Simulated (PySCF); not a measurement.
## 15N chemical shifts

PySCF 2.14 calculation with geometry: GFN2-xTB and GIAO PBE0/pcSseg-1 shieldings; no solvent model, a single conformation, fast rotation and ring inversion assumed for equivalent nuclei, non-relativistic Hamiltonian.

Shieldings were converted by a linear fit to measured shifts: 15N (scatter 6.3 ppm rms vs CH3NO2, solution or neat liquid). Occasional misses reach two or three times the rms, and more in compound classes unlike the fitted ones.

Task: Give the 15N shifts of `COC1=C[C@H](C#N)[SiH2]C1`, `CC[Si@]1(N)[SiH2][Si@H](P)[SiH2]1`, `CO[Si@@H]1CC=C(C#N)C1`, `C[Si@@H]1[SiH2][Si@H](C)[Si@]1(N)P`.

Result: 
```json
{"compound": "COC1=C[C@H](C#N)[SiH2]C1", "environment": "nitrile nitrogen", "δ (ppm)": "-124.3"}
{"compound": "CC[Si@]1(N)[SiH2][Si@H](P)[SiH2]1", "environment": "nitrogen bonded to Si, 2 H", "δ (ppm)": "-378.0"}
{"compound": "CO[Si@@H]1CC=C(C#N)C1", "environment": "nitrile nitrogen", "δ (ppm)": "-103.9"}
{"compound": "C[Si@@H]1[SiH2][Si@H](C)[Si@]1(N)P", "environment": "nitrogen bonded to Si, 2 H", "δ (ppm)": "-377.4"}
```

Task: Order these by 15N shift, lowest first.
A. C#C[C@H](/C=C\[SiH3])NC=O
B. C=CC[C@]([SiH3])(C#N)C=O
C. CC/C=C/[Si@@H](C#N)C=O
D. C[Si@@H]1[SiH2][Si@@H](C)[Si]1(N)P

Result: D (-381.5 ppm, nitrogen bonded to Si, 2 H), A (-253.1 ppm, amide-type nitrogen), B (-107.5 ppm, nitrile nitrogen), C (-56.9 ppm, nitrile nitrogen).
